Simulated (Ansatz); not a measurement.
Reaction (substitution at a C–N bond): `CNCF` + `C[AsH]C` → `C[As](C)C` + `NCF`

Calculated with Ansatz (gas phase, PBE0-D4/def2-TZVP geometries, no zero-point term in ΔE). CCSD(T)/CBS is the MP2 limit (def2-TZVPP, def2-QZVPP) plus CCSD(T) − MP2 in def2-TZVPP, frozen cores. DFT in def2-TZVPP. B3LYP here is the variant with VWN-RPA as its local correlation; programs differ in this. HSE06 is defined as in plane-wave codes. For As outer-core shells are correlated without core-valence functions, which leaves a few kJ/mol of doubt a bond. Scalar relativity is left out up to krypton. One conformer a species, not always the lowest.

```tsv
level	ΔE (kJ/mol)	difference from CCSD(T)/CBS
LDA (SPW92)	-43.1	10.7
revPBE-D4	-50.2	3.6
BLYP-D4	-48.8	5.0
r2SCAN-D4	-51.0	2.8
B97M-V	-49.8	4.0
PBE0-D4	-49.9	3.9
B3LYP-D4	-48.7	5.1
r2SCANh-D4	-51.0	2.8
r2SCAN0-D4	-50.9	2.9
BHLYP-D4	-48.4	5.4
CAM-B3LYP-D4	-46.1	7.7
ωB97X-V	-47.6	6.2
B2PLYP	-50.0	3.8
PBE-QIDH	-52.5	1.3
PBE	-47.2	6.6
revPBE	-47.6	6.2
r2SCAN	-50.4	3.4
PBE0	-47.7	6.1
B3LYP	-44.8	9.0
r2SCANh	-50.3	3.5
r2SCAN0	-50.1	3.7
HSE06	-47.8	6.0
BHLYP	-44.5	9.3
CAM-B3LYP	-43.8	10.0
LC-ωPBE	-47.7	6.1
RPA@PBE/def2-TZVPP	-48.9	4.9
HF/def2-SVP	-29.5	24.3
MP2/def2-SVP	-39.2	14.6
CCSD/def2-SVP	-31.8	22.0
CCSD(T)/def2-SVP	-32.5	21.3
HF/def2-TZVPP	-41.7	12.1
MP2/def2-TZVPP	-59.9	-6.1
SCS-MP2/def2-TZVPP	-54.6	-0.8
CCSD/def2-TZVPP	-51.9	1.9
CCSD(T)/def2-TZVPP	-53.4	0.4
HF/def2-QZVPP	-41.5	12.3
MP2/def2-QZVPP	-60.0	-6.2
SCS-MP2/def2-QZVPP	-54.8	-1.0
HF/CBS(def2)	-41.5	12.3
CCSD/CBS(def2)	-52.3	1.5
CCSD(T)/CBS	-53.8	0
```

(1) What do rigid-rotor, harmonic-oscillator terms from PBE0-D4/def2-TZVP frequencies (298.15 K, 1 bar) make of the CCSD(T)/CBS value? (Best estimate.)

Largest T1 diagnostic among the species: 0.011.

Answers

(1) Computed: ΔZPE = +1.7 kJ/mol, ΔH = -50.8 kJ/mol, ΔS = -7 J/(mol·K), ΔG = -48.7 kJ/mol.

Leaving LDA and LC-ωPBE aside and taking each functional with its dispersion term where it has one, the values spread over 6.3 kJ/mol, from PBE-QIDH to CAM-B3LYP-D4. LDA lies +4.1 kJ/mol from PBE without D4. The D4 term adds −3.9 kJ/mol with B3LYP and −2.2 kJ/mol with PBE0; it sums over pairs of atoms, weighted by their polarisabilities, and B3LYP, whose exchange is more repulsive, gets the larger term. In def2-TZVPP, CCSD(T) changes the Hartree–Fock value by −11.7 kJ/mol (the triples alone add −1.5 kJ/mol) and MP2 by −18.2 kJ/mol.
